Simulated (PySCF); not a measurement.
C2H5FGaN.
SMILES: `C#[C][Ga@H-]([NH3+])[F]`

Jobs on this species (10 atoms, 64 electrons) with PySCF (density fitting). Hardware of each: one thread of an Arm Neoverse V1, shared host. Other jobs ran on the host; a repeat could differ by tens of per cent or more. Peak memory is the resident size of the whole Python process, interpreter and libraries included.

```tsv
level and settings	work	basis functions	SCF cycles	wall time	peak memory
delta-SCF UKS SCAN, pcX-1 on the ionised atom, pcseg-1 elsewhere, spin-free X2C	ΔSCF core ionisation, 4 holes	118	?	?	?
delta-SCF UKS HF, pcX-2 on the ionised atom, pcseg-1 elsewhere, spin-free X2C	ΔSCF core ionisation, 4 holes	139	63	20 s	0.54 GiB
delta-SCF UKS SCAN, pcX-2 on the ionised atom, pcseg-1 elsewhere, non-relativistic	ΔSCF core ionisation, 4 holes	139	73	22 s	0.54 GiB
delta-SCF UKS SCAN, def2-TZVP on the ionised atom, pcseg-1 elsewhere, spin-free X2C	ΔSCF core ionisation, 4 holes	125	74	22 s	0.54 GiB
delta-SCF UKS SCAN, pcX-2 on the ionised atom, pcseg-1 elsewhere, spin-free X2C	ΔSCF core ionisation, 4 holes	139	73	23 s	0.46 GiB
delta-SCF UKS PBE, pcX-2 on the ionised atom, pcseg-1 elsewhere, spin-free X2C	ΔSCF core ionisation, 4 holes	139	73	15 s	0.54 GiB
PBE0-D3(BJ)/def2-SVP, grid level 1	geometry optimisation from a GFN2-xTB start shaken at random	113	56	43 s	0.48 GiB
delta-SCF UKS B3LYP, pcX-2 on the ionised atom, pcseg-1 elsewhere, spin-free X2C	ΔSCF core ionisation, 4 holes	139	66	32 s	0.53 GiB
delta-SCF UKS PBE0, pcX-2 on the ionised atom, pcseg-1 elsewhere, spin-free X2C	ΔSCF core ionisation, 4 holes	139	65	31 s	0.54 GiB
```

Question: Fill in the missing figures.

Answer: 
- delta-SCF UKS SCAN, pcX-1 on the ionised atom, pcseg-1 elsewhere, spin-free X2C; ΔSCF core ionisation, 4 holes: 19 s, 0.54 GiB, 74 SCF cycles

Question: What do all jobs in the table cost together?

Answer: About 3.8 min; the longest takes about 19 % of that, and about 2.9 times as long as the shortest.
